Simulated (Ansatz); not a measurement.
GeICl3⁺. The state is a doublet with charge 1. Geometry PBE0-D4/def2-SVP, that of the neutral singlet.

```csv
atom,x (Å),y (Å),z (Å)
Ge1,-0.009,0.020,0.042
I2,0.450,-1.031,-2.158
Cl3,-2.066,-0.206,0.564
Cl4,0.447,2.104,-0.015
Cl5,1.177,-0.888,1.567
```

In the def2 sets I takes a core potential; there is no spin–orbit coupling. At PBE-D4/def2-TZVP the gap within one spin of the charge 1 doublet nearly closes, so an electron or hole may be smeared out by delocalisation error.

(1) Estimate the α-spin orbital energies around the gap (eV) in Ansatz with HF/def2-TZVP, PBE-D4/def2-TZVP, PBE0-D4/def2-TZVP.

Answers

(1) 
| orbital | HF/def2-TZVP | PBE-D4/def2-TZVP | PBE0-D4/def2-TZVP |
| --- | --- | --- | --- |
| HOMO−5 | -17.81 | -13.52 | -14.78 |
| HOMO−4 | -17.69 | -13.41 | -14.65 |
| HOMO−3 | -17.63 | -13.26 | -14.52 |
| HOMO−2 | -17.32 | -13.17 | -14.26 |
| HOMO−1 | -17.23 | -12.86 | -14.10 |
| HOMO | -17.06 | -12.78 | -13.91 |
| LUMO | -4.53 | -8.77 | -8.04 |
| LUMO+1 | -1.86 | -6.05 | -5.26 |
| LUMO+2 | -1.53 | -5.92 | -5.05 |
| LUMO+3 | -0.72 | -5.84 | -4.72 |
| LUMO+4 | 1.02 | -2.11 | -1.69 |
| LUMO+5 | 1.18 | -2.08 | -1.47 |
| β HOMO | -17.05 | -12.64 | -13.88 |
| β LUMO | -8.51 | -12.66 | -12.37 |
